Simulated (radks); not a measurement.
Problem. These are the eigenvalues of the occupied orbitals of an atom or ion with whole-number occupations (eV). Method: non-relativistic Kohn-Sham, TPSS, spin-polarised, spherical densities, point nucleus; meta-GGA in the generalised Kohn-Sham scheme; computed with a radial shooting solver on a logarithmic mesh with Libxc functionals.

1s: -3235.190
2s: -409.4909
2p: -343.9580
3s: -115.7420

Which element is it, and in what charge state? The configuration may be excited. Open shells, if any, are filled with parallel spins first.

Solution. Z = 18, argon, charge +6: Ar6+ in [Ne] 3s2. The list shows which subshells hold electrons but not how many an open one holds; the 1s level, -118.89 hartree, gives Z - s = 15.4 by -(Z - s)^2/2, which with screening narrows Z to a few neighbours, and the depths of the outer levels then fix element, charge and occupations together.
